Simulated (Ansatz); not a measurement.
`C[O][InH][NH2]` + HCl → `C[O][InH][Cl]` + NH₃ at 500 K and 1 bar (ligand exchange at the In–N bond).

Program: Ansatz. Geometries: PBE0-D4/def2-TZVP. ΔE: electronic, gas phase. CCSD(T)/CBS adds triple-zeta CCSD(T) − MP2 to the extrapolated MP2 energy (def2 sets, frozen cores). This one scheme is used for every species. Elements past krypton have def2 core potentials. For In outer-core shells are correlated without core-valence functions, which leaves a few kJ/mol of doubt a bond. One conformer a species, not always the lowest.

```json
{"species": "`C[O][InH][NH2]`", "CCSD(T)/CBS energy (Eh)": "-361.35091", "H − E (kJ/mol)": "235.8", "S (J/(mol·K))": "426.8"}
{"species": "HCl", "CCSD(T)/CBS energy (Eh)": "-460.38127", "H − E (kJ/mol)": "32.5", "S (J/(mol·K))": "201.9"}
{"species": "`C[O][InH][Cl]`", "CCSD(T)/CBS energy (Eh)": "-765.26650", "H − E (kJ/mol)": "168.4", "S (J/(mol·K))": "411.1"}
{"species": "NH₃", "CCSD(T)/CBS energy (Eh)": "-56.50880", "H − E (kJ/mol)": "108.2", "S (J/(mol·K))": "211.8"}
```

H − E and S are ideal-gas, rigid-rotor, harmonic terms from PBE0-D4/def2-TZVP, for one conformer and one mirror image of each species. 1 Eh = 2625.50 kJ/mol, R = 8.31446 J/(mol·K).

**Question.** By hand: ΔE, ΔH, ΔS and ΔG.

**Answer.** ΔE = (-765.26650) + (-56.50880) − (-361.35091) − (-460.38127) = -0.04312 Eh = -113.2 kJ/mol. Δ(H − E) = 168.4 + 108.2 − 235.8 − 32.5 = 8.3, so ΔH = -104.9 kJ/mol. ΔS = 411.1 + 211.8 − 426.8 − 201.9 = -5.8 J/(mol·K). ΔG = -104.9 − 500 × (-5.8)/1000 = -102.0 kJ/mol.

**Question.** By hand: the equilibrium constant, and the temperature at which ΔG would vanish if ΔH and ΔS stayed fixed.

**Answer.** log₁₀ K = −ΔG/(RT ln 10) = 10.7. ΔG = 0 at ΔH/ΔS = 18086 K, far beyond where these terms or the molecules hold.

The number of gas molecules stays the same, so ΔS is small and ΔH decides. A doubt of 5 kJ/mol in ΔE shifts log₁₀ K by 0.5 here. Other conformers and mirror images would add mixing entropy, several J/(mol·K) or more a flexible species. Modes under 60 cm⁻¹, often nearly free rotors, make the harmonic entropy too high. These are equilibria of isolated gas molecules and say nothing of rates. Largest T1 diagnostic: 0.016 (customary marks: 0.02 for closed shells, 0.045 for open ones).
